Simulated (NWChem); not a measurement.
System: TiNH₂SF; SMILES [NH2][Ti]([F])=[S]

```xyz
6

Ti    -0.0266    -0.3114    -0.0975
S     -0.1943     1.7379     0.0365
F     -1.4330    -1.3671     0.0836
N      1.7212    -0.9199     0.0687
H      2.0040    -1.8947     0.1654
H      2.5369    -0.3179     0.1633
```
Atoms are numbered in this order, from 1.

Computed with NWChem. Structure relaxed at the PBE0/def2-SVP level. Level M06-2X/def2-SVP: energy and gradient on several grids; changes count from the extra-fine grid, which is no exact limit either.

```tsv
grid	size of the energy change (μHa)	largest change of a gradient component (μHa/bohr)	time, medium = 1 (rough)
xcoarse	10000	6000	about 1
coarse	200	600	about 1
medium	< 10	100	about 1
fine	< 10	70	about 1
xfine	< 10	< 30	2
```
